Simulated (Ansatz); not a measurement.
Program: Ansatz. Geometries: PBE0-D4/def2-TZVP. ΔE: electronic, gas phase. CBS: MP2 limit from def2 TZ/QZ plus the TZ coupled-cluster correction, frozen cores. This one scheme is used for every species. DFT in def2-TZVPP. B3LYP here is the variant with VWN-RPA as its local correlation; programs differ in this. For Ti outer-core shells are correlated without core-valence functions, which leaves a few kJ/mol of doubt a bond. Scalar relativity is left out up to krypton. One conformer a species, not always the lowest.

Consider the ligand exchange at a Ti–Cl bond: `C[O][Ti]([Cl])([O]C)[O]C` + `O[Si](O)(O)O` → `C[O][Ti]([O]C)([O]C)[O][Si](O)(O)O` + HCl.

```csv
level,ΔE (kJ/mol),difference from CCSD(T)/CBS
PBE-D4,23.4,4.0
r2SCAN-D4,26.1,6.7
PBE0-D4,23.7,4.3
B3LYP-D4,17.0,-2.4
ωB97X-V,19.1,-0.3
B2PLYP,28.3,8.9
PBE0,31.3,11.9
MP2/def2-TZVPP,25.9,6.5
SCS-MP2/def2-TZVPP,21.8,2.4
CCSD/def2-TZVPP,13.5,-5.9
CCSD(T)/def2-TZVPP,16.3,-3.1
HF/def2-QZVPP,22.0,2.6
MP2/def2-QZVPP,27.4,8.0
SCS-MP2/def2-QZVPP,23.5,4.1
HF/CBS(def2),21.9,2.5
CCSD/CBS(def2),16.6,-2.8
CCSD(T)/CBS,19.4,0
```

Largest T1 diagnostic among the species: 0.022, so the coupled-cluster value is less sure than usual.

The D4 term adds −11.4 kJ/mol with B3LYP and −7.6 kJ/mol with PBE0; it sums over pairs of atoms, weighted by their polarisabilities, and B3LYP, whose exchange is more repulsive, gets the larger term.
